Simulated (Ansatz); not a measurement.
Consider the redistribution: `[NH2][In]([SH])[O][SiH3]` + `[OH][GeH2][F]` → `[NH2][In]([OH])[SH]` + `[F][GeH2][O][SiH3]`.

Computed with Ansatz on PBE0-D4/def2-TZVP structures; ΔE is electronic, products minus reactants. CCSD(T)/CBS adds triple-zeta CCSD(T) − MP2 to the extrapolated MP2 energy (def2 sets, frozen cores). DFT in def2-TZVPP. HSE06 is defined as in plane-wave codes. Elements past krypton have def2 core potentials. For Ge, In outer-core shells are correlated without core-valence functions, which leaves a few kJ/mol of doubt a bond. Scalar relativity is left out up to krypton. Each species was taken in one conformer, which may not be the lowest.

Problem. Is it downhill or uphill in electronic energy at CCSD(T)/CBS, and by how much? (An estimate is asked.)

Solution. The calculation gave: Uphill: ΔE = +2.1 kcal/mol.

Problem. What do these levels give: revPBE, r2SCAN0, HSE06, CCSD/def2-SVP, MP2/def2-TZVPP, MP2/CBS(def2)? (Best estimate.)

Solution. Computed: revPBE 1.3, r2SCAN0 2.1, HSE06 1.8, CCSD/def2-SVP 3.0, MP2/def2-TZVPP 2.2, MP2/CBS(def2) 2.2 kcal/mol.

Largest T1 diagnostic among the species: 0.015.

At CCSD(T), def2-SVP lies +1.1 kcal/mol from the extrapolated value and def2-TZVPP +0.1 kcal/mol. Leaving LDA and LC-ωPBE aside and taking each functional with its dispersion term where it has one, the values, not all of them listed here, spread over 1.3 kcal/mol, from BLYP-D4 to B97M-V.
